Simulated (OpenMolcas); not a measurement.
## Ionisation energies of tantalum

| Item | Value |
| --- | --- |
| Program | OpenMolcas |
| Basis | ANO-RCC-VQZP [9s8p6d4f3g2h] |
| Scalar Hamiltonian | DKH2, point nucleus |
| Spin-orbit coupling | state interaction with AMFI integrals over the reference wave functions, term energies averaged over their components |

Active shells in each charge state: the valence d shell, with orbitals averaged over the low states. Where CASPT2's correlated closed shells are named, they are those of the first ion.

A. CASSCF
B. SS-CASPT2, IPEA 0.25 Eh, imaginary shift 0.1 Eh (closed shells correlated: 5s 5p)
C. SS-CASPT2, IPEA 0.25 Eh, imaginary shift 0.1 Eh (closed shells correlated: 4f 5s 5p)
D. SS-CASPT2, IPEA 0.25 Eh, imaginary shift 0.1 Eh (closed shells correlated: none)
E. SS-CASPT2, IPEA 0 Eh, imaginary shift 0.1 Eh (closed shells correlated: 5s 5p)

Energies in eV between the lowest computed levels, named as in B; reference values from the NIST Atomic Spectra Database with their kind.

| From | To | A | B | C | D | E | Spin-orbit share in B | Reference |
| --- | --- | --- | --- | --- | --- | --- | --- | --- |
| Ta2+ 5d3 4F 3/2 | Ta3+ 5d2 3F2 | 22.917 | 23.658 | 23.982 | 23.174 | 23.737 | -0.242 | 23.100 (theoretical) |
| Ta3+ 5d2 3F2 | Ta4+ 5d 2D 3/2 | 35.098 | 35.872 | 36.284 | 35.268 | 35.940 | +0.263 | 35.000 (theoretical) |
| Ta4+ 5d 2D 3/2 | Ta5+ 5p6 1S0 | 47.208 | 47.913 | 48.396 | 47.208 | 47.966 | +0.504 | 48.272 (semi-empirical) |

The lowest level within the active space need not be the ion's true ground level.
